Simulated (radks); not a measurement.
The cadmium ion Cd2+, 46 electrons, occupied as [Kr] 4d10.

All-electron calculation, Dirac Kohn-Sham, PBE, spin-unpolarised, spherical densities, finite nucleus; Fermi nuclear charge, rms radius 4.6087 fm. Program: a radial shooting solver on a logarithmic mesh with Libxc functionals.

Energy parts (eV):
| part | energy |
|---|---|
| total | -152246.029 |
| kinetic | 159640.148 |
| electron-nucleus | -368517.087 |
| Hartree | 60828.242 |
| exchange-correlation | -4197.332 |

Orbitals (lengths in bohr, moments of r in powers of bohr; <r^-3> diverges for s and p1/2):
orbital	occ.	eigenvalue (eV)	<r^4>	<r^-3>	small-component weight
1s1/2	2	-26527.12	4.065e-06	-	3.10e-02
2s1/2	2	-3953.154	0.0007161	-	6.51e-03
2p1/2	2	-3681.524	0.0004648	-	6.52e-03
2p3/2	4	-3489.058	0.0005392	3751	6.25e-03
3s1/2	2	-752.1273	0.03301	-	1.85e-03
3p1/2	2	-643.2554	0.03246	-	1.79e-03
3p3/2	4	-608.8846	0.03652	681.7	1.72e-03
3d3/2	4	-416.2169	0.03243	105.5	1.60e-03
3d5/2	6	-409.2333	0.03367	99.07	1.58e-03
4s1/2	2	-124.7471	1.155	-	4.76e-04
4p1/2	2	-89.8737	1.604	-	4.17e-04
4p3/2	4	-84.0596	1.831	115.2	3.95e-04
4d3/2	4	-30.8702	6.561	11.16	2.50e-04
4d5/2	6	-30.1533	6.946	10.33	2.44e-04

The highest occupied level is 4d5/2 at -30.153 eV. The electron density at the nucleus is 1.595e+05 e/bohr^3. Summed over all electrons, <r^2> = 29.55 bohr^2, which gives a Langevin (diamagnetic) susceptibility term of -23.4 x 10^-6 cm^3/mol. For comparison, the ionisation energy in NIST's Atomic Spectra Database is 37.47 eV (measured). In exact Kohn-Sham theory the highest level is minus the ionisation energy, but local and semilocal functionals leave it too shallow, through self-interaction and a potential that decays too fast; potentials with the right tail come closer. The density falls to 0.001 e/bohr^3 at r = 3.24 bohr.
